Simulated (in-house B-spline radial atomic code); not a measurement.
Results of a calculation; reference values are marked as such.
**Two electrons in Si: a Gaussian well −V exp(−r²/w²) with V = 42.8 meV and w = 20.3 nm**

For Si the NSM archive of the Ioffe Institute lists m_l = 0.98 m0, m_t = 0.19 m0 and ε = 11.7; the model takes one isotropic valley with the conductivity mass 3/(1/m_l + 2/m_t) = 0.26 m0, and so misses anisotropy and the other valleys. All triplets below are those of one valley; with several valleys two electrons can form a triplet in the 1s orbital itself, at an energy set by the valley splitting.

Effective-mass model with parabolic bands, a uniform dielectric constant, no image charges, no central-cell or spin-orbit terms. Two-electron levels come from full CI in B-splines with partial waves to l = 5 (up to 0.001 effective hartree above the limit).

Problem. What are the effective units, and what is the potential in them?

Solution. Ha* = 27211.386 meV × 0.26/11.7² = 51.68 meV and a* = 0.0529177 nm × 11.7/0.26 = 2.381 nm. V = 0.829 Ha* and w = 8.54 a*.

In these units the lowest s and p orbitals lie at -0.615949 and -0.483218, and their Coulomb and exchange integrals are J_ss = 0.292380, J_sp = 0.238565 and K_sp = 0.04659. Full CI gives -0.996401 for the ground singlet, -0.923633 for the sp triplet, -0.870968 for the sp singlet and -0.818917 for the lowest triplet of two s orbitals.

Problem. What does it cost to add the second electron, to first order and exactly?

Solution. To first order E = 2ε_s + J_ss = -0.939518, so the charging energy E(2) − 2E(1) is J_ss = 15.11 meV. CI gives -0.996401 − 2 × (-0.615949) = 0.235496, or 12.17 meV: relaxation and correlation lower it by 2.94 meV, 19.5 % of J_ss. The s² configuration of one-electron orbitals holds 84.9 % of the state, and the mean radius is 8.77 nm. The second electron is bound by ε_s − E = 19.66 meV, against 31.83 meV for the first.

Problem. How far above the singlet do the triplets lie?

Solution. To first order the sp triplet lies at ε_s + ε_p + J_sp − K_sp = -0.907194, which is 1.671 meV above 2ε_s + J_ss. CI gives -0.923633 − (-0.996401) = 0.072769, or 3.761 meV, 55 % of the orbital spacing of 6.86 meV. The ss triplet lies 9.173 meV up, so the lower of the two is the sp one, and its gap equals k_BT at 43.6 K. The sp singlet-triplet splitting is 2.722 meV, against 2K_sp = 4.816 meV.
